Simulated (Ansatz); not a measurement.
Species: C$_{2}$H$_{6}$ClGa (charge 0, singlet). SMILES: [CH3][Ga]([CH3])[Cl]
Geometry from a B3LYP-D3(BJ)/def2-TZVP (Ansatz, a quantum-chemistry and plane-wave program) optimisation:
```
Ga
C 1 1.9679
H 2 1.0894 1 112.09
H 2 1.0909 3 109.29 1 121.40
H 2 1.0912 3 109.16 4 117.42
C 1 1.9679 2 133.26 3 -1.80
H 6 1.0894 1 112.08 2 -4.54
H 6 1.0907 7 109.37 1 121.55
H 6 1.0914 7 109.07 8 117.42
Cl 1 2.1917 2 113.36 3 178.06
```

Quantity: vertical ionisation energy (to the doublet state of charge +1; each state is the SCF solution reached for its spin), in eV. Valence correlation only, unless marked. UHF or UKS for open shells. Spin-orbit coupling is left out. The frozen core is the preceding noble-gas configuration, with the filled d and f shells of earlier blocks. No relativistic terms. Basis-set limits of correlation are two-point, X^-3; Hartree-Fock from the larger set. The bracket is a focal-point correction in the basis named.

| level | program | vertical ionisation energy (eV) |
|---|---|---|
| HF/def2-SVPD | Ansatz | 9.57 |

### Question
Estimate the value at RI-MP2/CBS(def2-TZVPPD,def2-QZVPPD)+[CCSD(T)-MP2]/def2-TZVPPD as computed with Ansatz.

### Answer
10.26 eV
